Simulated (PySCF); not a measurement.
Two species compared at the same levels of theory.

First species: propargyl ethyl sulfide, C5H8S.
Numbering: `[CH:1]#[C:2][CH2:3][S:4][CH2:5][CH3:6]` (hydrogens: H7 on C1; H8, H9 on C3; H10, H11 on C5; H12, H13, H14 on C6)

Second species: C3H5ClSi.
SMILES: `CC#C[SiH2]Cl`

Levels: CAM-B3LYP/def2-SVPD for dipole moment, HOMO energy, LUMO energy, HOMO–LUMO gap, static isotropic polarisability and electronic spatial extent ⟨r²⟩ about the centre of nuclear charge; TDDFT CAM-B3LYP/def2-SVPD for lowest singlet excitation; TDA CAM-B3LYP/def2-SVPD for lowest triplet excitation (Tamm–Dancoff); GFN2-xTB for rotational constant A and rotational constant C. Geometries: GFN2-xTB. Each species is one conformer at its optimised geometry, gas phase, non-relativistic unless stated. Electronic properties by PySCF.

The conformers computed, where there is a choice (atom-mapped SMILES and torsion angles):
- `[CH:1]#[C:2][CH2:3][S:4][CH2:5][CH3:6]`: C2–C3–S4–C5 -57°, C3–S4–C5–C6 -74°

(1) Which has the higher LUMO energy?

(2) Which has the higher T1 energy?

(3) Which has the higher HOMO energy?

(4) Which has the higher static isotropic polarisability?

(5) Which has the higher rotational constant C?

(6) Which of the two has the higher rotational constant A, and by how much?

(7) Which has the higher HOMO–LUMO gap?

(8) Which has the higher ⟨r²⟩?

## Answers

(1) The first: 1.09 eV against 0.59 eV, a difference of 0.50 eV.

(2) The second: 4.98 eV against 4.74 eV, a difference of 0.24 eV.

(3) The first: -7.86 eV against -9.28 eV, a difference of 1.42 eV.

(4) The first: 79.2 au against 74.9 au, a difference of 4.3 au.

(5) The first: 1.598 GHz against 1.084 GHz, a difference of 0.514 GHz.

(6) The second: 8.639 GHz against 4.138 GHz, a difference of 4.501 GHz.

(7) The second: 9.87 eV against 8.95 eV, a difference of 0.92 eV.

(8) The second: 1032 bohr² against 818 bohr², a difference of 214 bohr².

On the first: No computed singlet falls in the visible range (750 to 380 nm, 1.65 to 3.26 eV); S1 lies 2.02 eV above its blue end. S1 lies 3.67 eV below the HOMO–LUMO gap; its leading configuration is HOMO→LUMO, weight 0.77.

On the second: In wavenumbers S1 is 47100 cm⁻¹ (1 eV = 8065.54 cm⁻¹). The polarisability is 11.10 Å³ as a volume (1 au = 0.148185 Å³), or 1.39 au for each of the 54 electrons.
